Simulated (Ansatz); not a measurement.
Reactions of C₃H₁₀N₂ (`CNCNC`).

Program: Ansatz. Geometries: PBE0-D4/def2-TZVP. ΔE: electronic, gas phase. CCSD(T)/CBS is the MP2 limit (def2-TZVPP, def2-QZVPP) plus CCSD(T) − MP2 in def2-TZVPP, frozen cores. This one scheme is used for every species. Functionals use def2-TZVPP. Triplets are unrestricted, without spin–orbit coupling. Each species was taken in one conformer, which may not be the lowest.

| reaction | CCSD(T)/CBS(def2) (kJ/mol) |
| --- | --- |
| `CNCNC` + CH₃OH → `CNCOC` + CH₃NH₂ | ? |
| `CNCNC` → `[CH2]` (triplet) + `CNCN` | 403 |
| `CNCNC` → `CNCCN` | -25 |
| `CNCNC` → `CC(N)CN` | -65 |
| `CNCNC` + `C=CC=N` → `C=CC(C)=N` + `CNCN` | -56 |
| `CNCNC` + `C=N` → `C=NCNC` + CH₃NH₂ | -14 |
| `CNCNC` + H–F → `CNCF` + CH₃NH₂ | ? |
| `CNCNC` + `FCS` → `CSCF` + `CNCN` | ? |
| `CNCNC` + `[NH2][Al]([F])[SH]` → `C[S][Al]([NH2])[F]` + `CNCN` | -11 |
| `CNCNC` → `[CH2]` (triplet) + `CNNC` | 507 |

Fill in the missing values. (An estimate is asked.)

Ansatz gave: `CNCNC` + CH₃OH → `CNCOC` + CH₃NH₂: -3.7 kJ/mol; `CNCNC` + H–F → `CNCF` + CH₃NH₂: +1.0 kJ/mol; `CNCNC` + `FCS` → `CSCF` + `CNCN`: -32.0 kJ/mol.

Largest T1 diagnostic: 0.012, for `C=CC=N`.
